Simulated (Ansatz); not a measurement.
TaO3H. Charge 0, multiplicity 1. Geometry r2SCAN-D4/def2-TZVP; atoms count from 1.

Cartesian coordinates in Å:
```
Ta -0.208 0.864 0.010
O -1.112 -0.690 0.456
O -1.978 0.505 0.682
O 1.399 0.065 -0.512
H 1.898 -0.745 -0.635
```

In the def2 sets Ta takes a core potential; there is no spin–orbit coupling. The structure holds one bond between oxygen atoms, so isomers without such links may lie far lower. The restricted singlet is unstable towards broken spin symmetry at other levels; at PBE0-D4/def2-TZVP this wasn't settled. The geometry of the singlet was relaxed on an unsound state (restricted singlet, unstable towards broken spin symmetry at other levels and untested here). The structure comes from a short search, and lower isomers may exist.

Q: Estimate the Mulliken populations from the PBE0/def2-TZVP orbitals of Ansatz.

A: 
```json
{"atom": "Ta1", "charge (e)": "0.80", "d electrons": "2.52"}
{"atom": "O2", "charge (e)": "-0.22", "d electrons": "–"}
{"atom": "O3", "charge (e)": "-0.32", "d electrons": "–"}
{"atom": "O4", "charge (e)": "-0.61", "d electrons": "–"}
{"atom": "H5", "charge (e)": "0.35", "d electrons": "–"}
```
Mulliken values and Mayer orders depend strongly on the basis.

Q: And the Mayer bond orders between bonded heavy atoms (over 0.3)?

A: Ta1–O2 1.30 (1.85 Å); Ta1–O3 1.05 (1.93 Å); Ta1–O4 1.20 (1.87 Å); O2–O3 0.84 (1.49 Å).
